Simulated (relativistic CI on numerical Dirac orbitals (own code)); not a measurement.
## What each ingredient does to the levels of Ti¹⁰⁺

Base calculation: Dirac-Coulomb-Breit CI, orbitals from a KLI potential per configuration, a model potential for QED, unscaled Slater integrals.

Configuration list (outside the closed core [Ne]): 3s², 3s3p, 3p², 3s3d, 3d², 3p3d, 3p4s, 3s4s, 3s4p, 3d4s, 3s4d, 3s4f, 3s5s, 3s5p, 3s5d, 4s². Levels of other configurations are missing.

The lowest level and the first level of each name with at least 55 % of one term (blank where a level has no safe partner in the second run):

| Level | Base (cm⁻¹) | Shift (cm⁻¹) |
| --- | --- | --- |
| 3s² ¹S0 | 0 | 0 |
| 3s3p ³P°0 | 171880 | +315 |
| 3s3p ³P°1 | 174401 | +309 |
| 3s3p ³P°2 | 179978 | +295 |
| 3s3p ¹P°1 | 262857 | +313 |
| 3p² ¹D2 | 408381 | +564 |
| 3p² ³P0 | 411538 | +639 |
| 3p² ³P1 | 414978 | +629 |
| 3p² ³P2 | 421334 | +606 |
| 3p² ¹S0 | 487862 | +604 |
| 3s3d ³D1 | 502575 | +303 |
| 3s3d ³D2 | 502852 | +301 |
| 3s3d ³D3 | 503288 | +298 |
| 3s3d ¹D2 | 575915 | +373 |
| 3p3d ³F°2 | 684379 | +635 |
| 3p3d ³F°3 | 688051 | +624 |
| 3p3d ³F°4 | 692362 | +612 |
| 3p3d ¹D°2 | 695769 | +619 |
| 3p3d ³P°2 | 728563 | +627 |
| 3p3d ³D°1 | 729642 | +629 |
| 3p3d ³P°0 | 733626 | +616 |
| 3p3d ³P°1 | 734273 | +616 |

At this charge energies of transitions that change n are usually good to better than 1 %, and those within a shell (Δn = 0) to a few per cent.

Q: One thing was changed in a second run, which moved the levels as shown. Which?
A. configuration mixing switched off
B. QED terms removed
C. Breit term removed
D. valence Slater integrals scaled by 0.9

A: B. QED terms removed. QED shifts follow the density of s (and p1/2) electrons at the nucleus, so configurations move by their count of such electrons; where none moves, the smaller shifts of p3/2 electrons and of j = l + 1/2 against j = l − 1/2 set the pattern.

LS names give the leading component of a level, which can be under half, so a name can repeat, a term be missing and a line seem to break the LS rules.
